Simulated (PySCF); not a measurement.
The same groups moved round the core (quinoline fluoro+boryl). Gas-phase values, no solvent. One relaxed conformer stands for each flexible species; it need not be the lowest. Strings in code marks are SMILES.

These are B3LYP-D3(BJ)/def2-TZVP // B3LYP-D3(BJ)/def2-SVP in PySCF 2.14.0 values and carry that method's errors. B3LYP has the VWN-RPA correlation part, as in Gaussian. Excitations are Tamm–Dancoff values on a coarser integration grid. The basis has no diffuse functions, so Rydberg states are missing or too high.

| species | S1–T1 gap (TDA) (eV) | LUMO (eV) |
|---|---|---|
| `Bc1c(F)cnc2ccccc12` | 0.86 | -3.00 |
| `c12c(cccc2)nc(F)c(B)c1` | 0.81 | -2.81 |
| `Bc1cc2cccnc2cc1F` | 0.85 | -2.74 |
| `Bc1cc2ncccc2cc1F` | 0.90 | -2.75 |
